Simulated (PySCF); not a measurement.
Computed properties of CH₆GeO₂Si, SMILES [SiH2]1[O][GeH]([CH3])[O]1

CH6GeO2Si, SMILES [O]1[GeH]([CH3])[O][SiH2]1. Geometry: PBE0-D3(BJ)/def2-SVP. This is a generated structure with no PubChem entry under its InChIKey; it may be hypothetical. One conformer was computed; it need not be the lowest. All values are computed for the isolated molecule unless a solvent is named; none is compared with measurement here.

**Structure.** All 27 harmonic modes at PBE0-D3(BJ)/def2-SVP (PySCF) are real, so it is a minimum.

**Vibrations.** The strongest infrared lines (harmonic, unscaled, degenerate partners summed) lie at 928 cm⁻¹ (282 km/mol, H 60 %, Si 20 %, O 16 %), 853 cm⁻¹ (226 km/mol, H 46 %, O 34 %, Si 11 %, C 9 %), 712 cm⁻¹ (200 km/mol, H 64 %, O 18 %, Si 13 %). The softest mode is at 83 cm⁻¹ and the zero-point energy is 44.4 kcal/mol.

**Electronic structure.** M06-2X/def2-TZVP (PySCF) places the frontier levels at -9.52 and 0.41 eV, a gap of 9.93 eV, and gives a dipole moment of 2.12 D and a mean polarisability of 63.9 bohr³. PBE/def2-TZVP (PySCF) at the same geometry gives -6.71 and -1.33 eV, so its gap is 4.55 eV narrower. An orbital gap is neither the optical nor the fundamental gap.

**Excitations.** TDA-PBE0/def2-SVPD (PySCF) has S1 at 6.23 eV (199 nm, f = 0.000, dark); the most intense of the 10 singlets computed lies at 7.92 eV (f = 0.17). T1 (TDA) is at 5.94 eV, 0.29 eV under S1. TDA-PBE/def2-SVPD (PySCF) puts S1 at 5.40 eV. No vertical singlet excitation falls in the visible range (under 3.1 eV).

**NMR.** GIAO shifts at KT2/pcSseg-1 (PySCF) (non-relativistic, atoms alike by connectivity averaged): ¹³C at 10.0 ppm against TMS; ¹H from 1.2 to 7.1 ppm against TMS; ²⁹Si at 21.2 ppm against TMS.
